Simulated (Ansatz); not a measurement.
Relaxation of BH$_{9}$N$_{2}$Si$_{2}$ (14 atoms, charge 0, multiplicity 1), to a largest force component of 0.02 eV/Å in at most 50 steps.

Method: RKS B3LYP-D4/def2-SVP (Ansatz).

```xyz
14
Properties=species:S:1:pos:R:3:forces:R:3
N -1.907 0.649 -0.477 1.95 2.09 -0.32
B -0.958 -0.450 -0.625 -1.26 -0.69 -1.80
N -0.977 -1.289 -1.908 2.62 1.54 1.26
Si 0.369 -0.823 0.821 -2.79 -1.53 0.63
Si 1.582 0.951 1.155 0.43 1.92 1.02
H -1.722 1.409 -1.230 -1.01 -1.61 1.22
H -1.774 1.165 0.435 -0.28 -0.66 -1.19
H -0.647 -0.636 -2.687 -0.86 -1.20 0.76
H -0.177 -1.982 -1.773 -1.29 0.96 -0.65
H 1.145 -1.978 0.487 0.87 -1.04 -0.17
H -0.467 -1.143 2.071 0.54 0.15 -0.24
H 2.346 1.274 -0.039 0.43 0.27 -0.61
H 0.680 2.130 1.513 0.33 -0.35 -0.15
H 2.495 0.694 2.285 0.32 0.14 0.23
```

Question: Where does it end, and by what steps?

Answer: The run converged. The force dipped under the threshold on the way, but the program's further checks kept it going. After 16 steps the energy has fallen by 1.554 eV; H8 moved furthest, 0.89 Å.

```json
{"step": "0", "energy less start (eV)": "0.0000", "largest force component (eV/Å)": "2.787", "accepted": "yes"}
{"step": "1", "energy less start (eV)": "-0.8874", "largest force component (eV/Å)": "1.676", "accepted": "yes"}
{"step": "2", "energy less start (eV)": "-1.2413", "largest force component (eV/Å)": "2.286", "accepted": "yes"}
{"step": "3", "energy less start (eV)": "-1.5103", "largest force component (eV/Å)": "0.268", "accepted": "yes"}
{"step": "4", "energy less start (eV)": "-1.4841", "largest force component (eV/Å)": "0.488", "accepted": "no"}
{"step": "5", "energy less start (eV)": "-1.5380", "largest force component (eV/Å)": "0.070", "accepted": "yes"}
{"step": "6", "energy less start (eV)": "-1.5490", "largest force component (eV/Å)": "0.024", "accepted": "yes"}
{"step": "7", "energy less start (eV)": "-1.5511", "largest force component (eV/Å)": "0.012", "accepted": "yes"}
{"step": "8", "energy less start (eV)": "-1.5521", "largest force component (eV/Å)": "0.051", "accepted": "yes"}
{"step": "9", "energy less start (eV)": "-1.5524", "largest force component (eV/Å)": "0.060", "accepted": "yes"}
{"step": "10", "energy less start (eV)": "-1.5528", "largest force component (eV/Å)": "0.049", "accepted": "yes"}
{"step": "11", "energy less start (eV)": "-1.5532", "largest force component (eV/Å)": "0.034", "accepted": "yes"}
{"step": "12", "energy less start (eV)": "-1.5535", "largest force component (eV/Å)": "0.053", "accepted": "yes"}
{"step": "13", "energy less start (eV)": "-1.5537", "largest force component (eV/Å)": "0.043", "accepted": "yes"}
{"step": "14", "energy less start (eV)": "-1.5538", "largest force component (eV/Å)": "0.025", "accepted": "yes"}
{"step": "15", "energy less start (eV)": "-1.5539", "largest force component (eV/Å)": "0.021", "accepted": "yes"}
{"step": "16", "energy less start (eV)": "-1.5539", "largest force component (eV/Å)": "0.010", "accepted": "yes"}
```

```xyz
14
Properties=species:S:1:pos:R:3
N -1.538 0.843 -0.671
B -0.822 -0.375 -0.756
N -0.892 -1.215 -1.891
Si 0.388 -0.887 0.800
Si 1.645 1.005 1.411
H -2.158 1.185 -1.398
H -1.498 1.455 0.133
H -1.457 -1.013 -2.709
H -0.372 -2.078 -1.968
H 1.328 -2.004 0.454
H -0.374 -1.324 2.015
H 2.488 1.466 0.265
H 0.711 2.126 1.755
H 2.538 0.785 2.589
```

Run time: 2.3 min on 2 threads of Intel(R) Xeon(R) Platinum 8259CL CPU @ 2.50GHz (Skylake/Cascade Lake) (shared host), peak memory 0.32 GiB.
